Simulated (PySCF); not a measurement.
Excitation energy of Cs by level of theory

Cs [Xe] 6s1 (2S) → Cs [Xe] 5d1 (2D), as a difference of total energies. All numbers are calculated (PySCF 2.14, a scalar-relativistic core potential, in def2-QZVPPD with the def2 core potential (46 electrons) (6s5p4d3f, 62 functions)). Correlated levels: valence and next inner shell: nothing frozen outside the core potential. The calculations carry no spin-orbit coupling.

```json
{"method": "UHF", "excitation energy (eV)": "1.722"}
{"method": "MP2 (valence and next inner shell)", "excitation energy (eV)": "1.873"}
{"method": "SCS-MP2 (valence and next inner shell)", "excitation energy (eV)": "1.846"}
{"method": "CCSD (valence and next inner shell)", "excitation energy (eV)": "1.836"}
{"method": "CCSD(T) (valence and next inner shell)", "excitation energy (eV)": "1.853"}
```

Problem. How much does correlation contribute at CCSD(T) (valence and next inner shell)?

Solution. 1.853 − (1.722) = 0.131 eV, measured against UHF.

Errors of the correlated levels include the incompleteness of this basis.

The coupled-cluster amplitudes are large for the upper state (T1 above 0.03 or a double amplitude above 0.15), so a single reference is strained.

For comparison: 1.805 eV (measured; NIST levels, between the centres of gravity of the two terms).
